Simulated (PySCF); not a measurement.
Species: C4H8NSi3 (doublet state).
Structure used (GFN2-xTB), in Å, numbered top down from 1:
```
atom  x, y, z in Å
C1     2.467   -1.833    0.955
C2     2.156   -0.673    0.997
Si3    1.672    1.112    1.071
Si4   -0.164    1.257   -0.305
C5    -0.951    2.927   -0.395
N6    -1.390    3.983   -0.553
C7    -1.585   -0.015   -0.188
Si8   -1.323   -1.557   -1.275
H9     2.745   -2.848    0.918
H10    2.776    1.908    0.520
H11    1.544    1.423    2.506
H12   -1.687   -0.329    0.852
H13   -2.526    0.464   -0.460
H14   -0.075   -2.205   -0.865
H15   -1.218   -1.121   -2.669
H16   -2.447   -2.483   -1.120
```

The hyperfine couplings belong to this conformer and change with its torsions.

As a line formula: `C#C[SiH2][Si](C#N)C[SiH3]` [radical].

Method used: UKS B3LYP, pcH-1 on C H N Si, non-relativistic, mean-field spin-orbit, GIAO (PySCF 2.14.0). Isolated species at its GFN2-xTB geometry (one conformer only). A GFN2-xTB geometry isn't a minimum of the functional, and hyperfine couplings can be far from their values at a DFT geometry, by a factor of two or more for some ions and for spin on atoms past the first row. The SCF solution wasn't tested for stability.

Task: The isotropic 13C couplings are +17.2, -2.9 MHz. Assign them to C2; C7.

Result: 
```csv
site,a_iso (MHz),ρ(0) (bohr⁻³),position,distance from Si4 (Å),spin population,largest |T| (MHz)
C2,-2.9,-0.0026,2 bonds from Si4,3.29,0.00,0.8
C7,+17.2,+0.0153,1 bond from Si4,1.91,-0.01,7.5
```

Task: Match the computed a_iso(29Si) values -405.6, -34.4, -27.1 MHz with the sites Si3; Si4; Si8.

Result: 
| site | a_iso (MHz) | ρ(0) (bohr⁻³) | position | distance from Si4 (Å) | spin population | largest \|T\| (MHz) |
| --- | --- | --- | --- | --- | --- | --- |
| Si3 | -34.4 | +0.0387 | 1 bond from Si4 | 2.30 | +0.02 | 9.1 |
| Si4 | -405.6 | +0.4576 | largest spin population | 0.00 | +0.89 | 165.2 |
| Si8 | -27.1 | +0.0305 | 2 bonds from Si4 | 3.19 | 0.00 | 2.2 |

ρ(0) is the spin density at the nucleus and T the dipolar tensor; a_iso includes a spin–orbit part; entries for several nuclei are means. The largest Mulliken spin populations are on Si4 (+0.89), N6 (+0.13) and C5 (-0.08). No atom but Si4 exceeds +0.15. The angles at Si4 add up to 343.0°, so it is pyramidal.

β density exceeds α density at some nuclei, such as C2 (-0.0026), spin density in bohr⁻³. In a single determinant that takes different orbitals for the two spins, that is spin polarisation.

Class means assume fast exchange of nuclei equivalent by connectivity; if that motion is slow, each nucleus keeps its own coupling. The 1H value of +35.7 MHz is a mean of couplings from 0.6 to 70.9 MHz in this one geometry, not an average over conformers. The 1H value of +24.6 MHz is a mean of couplings from 0.1 to 49.1 MHz in this one geometry, not an average over conformers.
